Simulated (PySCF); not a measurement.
**Distorted geometries of [Bi(NH2)]2+**

[Bi(NH2)]2+ (singlet). PySCF 2.14.0, RKS BP86, Bi def2-SVP with ECP60, N def2-SVP, H def2-SVP; non-relativistic Hamiltonian with scalar-relativistic core potentials where named; density fitting; no spin-orbit coupling. Relaxed geometry:

```xyz
4

Bi    0.0000    0.0000   -0.1085
N     0.0000    0.0000    1.9444
H     0.8612    0.0000    2.5451
H    -0.8612    0.0000    2.5451
```

Question: Order these distorted geometries by energy above the relaxed one, lowest first.
A.
```xyz
4

Bi   -0.0844    0.0823   -0.0662
N     0.2119   -0.0608    2.0826
H     0.8280   -0.0228    2.3912
H    -0.9554    0.0013    2.5184
```
B.
```xyz
4

Bi   -0.0012   -0.0075   -0.1443
N     0.0830    0.1179    1.7660
H     0.7473    0.0102    2.7163
H    -0.8291   -0.1206    2.5879
```
C.
```xyz
4

Bi   -0.0592   -0.0768   -0.1090
N    -0.0432    0.0402    1.8713
H     0.8711   -0.0942    2.6550
H    -0.7687    0.1308    2.5087
```

Answer: C (0.59 eV), B (1.21 eV), A (6.76 eV).

Question: Which forces (eV/Å) act in the one that lies 0.59 eV up?

Answer: 
```
Bi   0.02 -0.05 -1.42
N    5.52 -0.82  1.85
H   -2.21  0.38 -2.58
H   -3.34  0.49  2.15
```
Forces carry noise of the integration grid, about 0.01 to 0.03 eV/Å.
